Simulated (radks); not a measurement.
Valence configurations of Pd I (all share [Kr]). All-electron calculation, Dirac Kohn-Sham, PBEsol, spin-unpolarised, spherical densities, point nucleus; open shells fill j = l - 1/2 first. Program: a radial shooting solver on a logarithmic mesh with Libxc functionals. Energies are relative to 4d10; eigenvalues in eV.

4d10: E (eV) 0.000; e(4d3/2) -4.320; e(4d5/2) -3.884
4d9 5s1: E (eV) 1.325; e(4d3/2) -6.967; e(4d5/2) -6.497; e(5s1/2) -4.374
4d9.5 5p0.5: E (eV) 2.144; e(4d3/2) -6.585; e(4d5/2) -6.129; e(5p1/2) -1.101
4d9.5 5s0.5: E (eV) 0.470; e(4d3/2) -5.592; e(4d5/2) -5.139; e(5s1/2) -3.829
4d9 5p1: E (eV) 5.025; e(4d3/2) -8.704; e(4d5/2) -8.228; e(5p1/2) -1.725
4d7 5p3: E (eV) 24.534; e(4d3/2) -17.310; e(4d5/2) -16.753; e(5p1/2) -3.860; e(5p3/2) -3.559
4d8 5s2: E (eV) 4.353; e(4d3/2) -9.964; e(4d5/2) -9.457; e(5s1/2) -5.475
4d8 5s1 5p1: E (eV) 8.593; e(4d3/2) -11.539; e(4d5/2) -11.027; e(5p1/2) -2.159; e(5s1/2) -6.515
4d7 5s0.5 5p2.5: E (eV) 21.790; e(4d3/2) -16.653; e(4d5/2) -16.098; e(5p1/2) -3.564; e(5p3/2) -3.276; e(5s1/2) -8.711
4d8 5p2: E (eV) 13.051; e(4d3/2) -12.898; e(4d5/2) -12.381; e(5p1/2) -2.804

NIST lists [Kr] 4d10 as the ground configuration; this level of theory agrees among the configurations tried. The energies are those of spherical spin-averaged densities, not of single terms.
